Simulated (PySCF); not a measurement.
Compound: C2H7F2NSi.
Cartesian coordinates in Å at the PBE0-D3(BJ)/def2-SVP level; atoms count from 1:
```xyz
13
C2H7F2NSi angstrom
N      1.795   -0.054    0.389
Si     0.095   -0.328    0.572
C     -0.682    1.392    0.727
F     -0.090    2.060    1.788
C     -0.599   -1.168   -0.981
F     -1.965   -1.333   -0.823
H      2.155    0.775    0.853
H      2.452   -0.820    0.498
H     -0.306   -1.152    1.757
H     -1.772    1.334    0.895
H     -0.521    1.980   -0.194
H     -0.410   -0.548   -1.876
H     -0.135   -2.153   -1.169
```

The calculation used PBE0-D3(BJ)/def2-SVP geometry optimisation, gas phase in PySCF 2.14.0.

Take the most abundant isotopes and a rigid rotor. The values belong to one conformer with, in the numbering `[NH2:1][SiH:2]([CH2:3][F:4])[CH2:5][F:6]`, H–N1–Si2–C3 31° and 166°, N1–Si2–C3–F4 -57°, N1–Si2–C5–F6 -178°.

Task: Give the principal moments of inertia and the rotational constants in MHz.

Result: Ia = 128.34, Ib = 294.35, Ic = 392.56 u·Å²; 505379 MHz·u·Å²/I gives A = 3938, B = 1717, C = 1287 MHz.

Task: What kind of rotor is it?

Result: An asymmetric top; Ray's κ = -0.676.

Task: Is it planar, by Δ = Ic − Ia − Ib?

Result: Not planar: Δ = Ic − Ia − Ib = -30.13 u·Å². For a rigid frame Δ = −2 Σ m c², so Σ m c² = 15.07 u·Å² lies off the ab plane: 7.82 from hydrogen and 7.25 from heavier atoms. The atom farthest from that plane is 1.84 Å away.

Task: Which types of transition are allowed, and where do some lines up to J = 5 fall?

Result: The dipole components are |μa| = 0.06 D, |μb| = 2.03 D, |μc| = 0.69 D. The squared components, which scale the intensities, stand as 0.00 : 1.00 : 0.12 (a : b : c). Some of the stronger lines:

| type | branch | J(Ka,Kc) | MHz | lower level (cm⁻¹) |
| --- | --- | --- | --- | --- |
| b | R | 4(2,2) ← 3(3,1) | 553 | 1.334 |
| c | Q | 1(1,1) ← 1(0,1) | 2221 | 0.100 |
| b | Q | 4(1,3) ← 4(0,4) | 5208 | 0.976 |
| c | Q | 4(2,3) ← 4(1,3) | 5281 | 1.149 |
| b | Q | 4(2,2) ← 4(1,3) | 6071 | 1.149 |
| b | Q | 5(2,3) ← 5(1,4) | 6087 | 1.676 |
| b | R | 4(1,3) ← 3(2,2) | 6693 | 0.926 |
| b | Q | 4(2,3) ← 4(1,4) | 9544 | 1.007 |
| b | R | 4(0,4) ← 3(1,3) | 10113 | 0.638 |
| c | Q | 4(3,2) ← 4(2,2) | 11565 | 1.352 |
| b | Q | 4(3,1) ← 4(2,2) | 11597 | 1.352 |
| c | Q | 3(3,1) ← 3(2,1) | 11934 | 0.935 |
| b | R | 2(2,0) ← 1(1,1) | 13586 | 0.174 |
| b | R | 3(2,2) ← 2(1,1) | 15675 | 0.403 |
| c | R | 4(1,3) ← 3(0,3) | 16711 | 0.592 |
| b | Q | 5(4,2) ← 5(3,3) | 16935 | 2.244 |
| b | Q | 4(4,1) ← 4(3,2) | 16959 | 1.738 |
| c | R | 4(2,2) ← 3(1,2) | 18820 | 0.724 |
| b | R | 5(2,4) ← 4(1,3) | 20177 | 1.149 |
| b | R | 3(3,0) ← 2(2,1) | 21229 | 0.626 |
| c | Q | 5(5,1) ← 5(4,1) | 21800 | 2.809 |
| b | Q | 5(5,0) ← 5(4,1) | 21801 | 2.809 |
| c | R | 4(3,2) ← 3(2,2) | 24328 | 0.926 |
| b | R | 4(3,1) ← 3(2,2) | 24361 | 0.926 |
| c | R | 5(3,2) ← 4(2,2) | 26864 | 1.352 |
| c | R | 4(4,0) ← 3(3,0) | 29072 | 1.334 |
| b | R | 5(4,2) ← 4(3,1) | 32074 | 1.739 |
| b | R | 5(5,0) ← 4(4,1) | 36951 | 2.303 |

No frequency check. Zero-point vibration and centrifugal distortion are left out. A rigid rotor knows nothing of inversion at nitrogen, which can split or shift real lines. Quadrupole hyperfine structure (14N) is left out.
